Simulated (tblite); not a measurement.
Species: C3H7NOSi.
Bonds: C1–C2 (double), C2–Si3, Si3–C4, C4–N5, C4–O6 (double). Hydrogens: H7, H8 on C1; H9 on C2; H10, H11 on Si3; H12, H13 on N5.

Computed geometry: GFN2-xTB, gas phase.

**Question.** What internal coordinates does the optimisation give?

**Answer.** 
| bond | length (Å) |
| --- | --- |
| C1=C2 | 1.325 |
| C2–Si3 | 1.886 |
| Si3–C4 | 1.928 |
| C4–N5 | 1.353 |
| C4=O6 | 1.216 |
| C1–H7 | 1.078 |
| C1–H8 | 1.080 |
| C2–H9 | 1.086 |
| Si3–H10, Si3–H11 | 1.464 |
| N5–H12 | 1.004 |
| N5–H13 | 1.009 |

Bonds in one row agree within 0.01 Å and their mean is given. A selection of angles:
| angle | degrees |
| --- | --- |
| C2–C1–H7 | 121.6 |
| C2–C1–H8 | 122.8 |
| H7–C1–H8 | 115.6 |
| C1–C2–Si3 | 125.2 |
| C1–C2–H9 | 117.7 |
| Si3–C2–H9 | 117.1 |
| C2–Si3–C4 | 107.3 |
| C2–Si3–H10 | 110.4 |
| C2–Si3–H11 | 111.1 |
| C4–Si3–H10 | 107.7 |
| H10–Si3–H11 | 111.9 |
| Si3–C4–N5 | 117.2 |
| Si3–C4–O6 | 121.4 |
| N5–C4–O6 | 121.4 |
| C4–N5–H12 | 121.6 |
| C4–N5–H13 | 119.6 |
| H12–N5–H13 | 118.8 |

Dihedral angles: C1–C2–Si3–C4 -109° (anticlinal); C2–Si3–C4–N5 22° (synperiplanar). The mirror-image conformer, all signs reversed, is as good.

The C–Si distances run from 1.886 Å (C2–Si3, drawn single) to 1.928 Å (Si3–C4, drawn single), a spread of 0.042 Å. Si3 (SiH2 silicon) is tetrahedral (angles from 107.3° to 111.9°). Of the pairs four or more bonds apart, C2···H12 is among the closest relative to their van der Waals radii: 2.70 Å, 93 % of the sum of Bondi's values. N5 (nitrogen bound to a carbonyl carbon) is planar (angles 121.6°, 119.6° and 118.8°, sum 360.0°, 0.00 Å off the plane of its three neighbours).

Point group: C1 (no symmetry element, even within 0.4 Å). Its GFN2-xTB frequencies are all real (lowest 22 cm⁻¹). The numbers are those of one conformer (C1–C2–Si3–C4 -109°, C2–Si3–C4–N5 22°, Si3–C4–N5–H -2° and 179°). 3 starts were optimised and ended at 0.00, 0.12 and 0.13 kcal/mol (GFN2-xTB); the lowest of these is shown.

Time: 0.4 s. Hardware: Intel Xeon Platinum 8259CL at 2.50 GHz, one thread, no GPU, on a shared host. That covers the optimisation of the geometry.
